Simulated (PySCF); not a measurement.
## Electron correlation in B (boron, neutral)

[He] 2s2 3d1, 2D determinant (an excited configuration). Computed with PySCF 2.14 in aug-cc-pCVTZ-DK with one added diffuse shell each of s, p, d, f type (8s7p5d3f, 75 functions), with the spin-free X2C one-electron Hamiltonian (Gaussian nucleus). Frozen: nothing; 5 electrons correlated.

MP2 pair energies summed by pair of shells (mhartree):

| pair | energy | share (%) |
| --- | --- | --- |
| 2s-2s | -36.75 | 44.9 |
| 1s-1s | -36.60 | 44.7 |
| 1s-2s | -6.50 | 7.9 |
| 2s-3d | -2.05 | 2.5 |
| 1s-3d | -0.01 | 0.0 |

Total MP2 correlation energy: -81.91 mhartree.

Same-spin part -2.52 and opposite-spin part -79.39 mhartree; SCS-MP2 scales them by 1/3 and 6/5 to -96.10 mhartree.
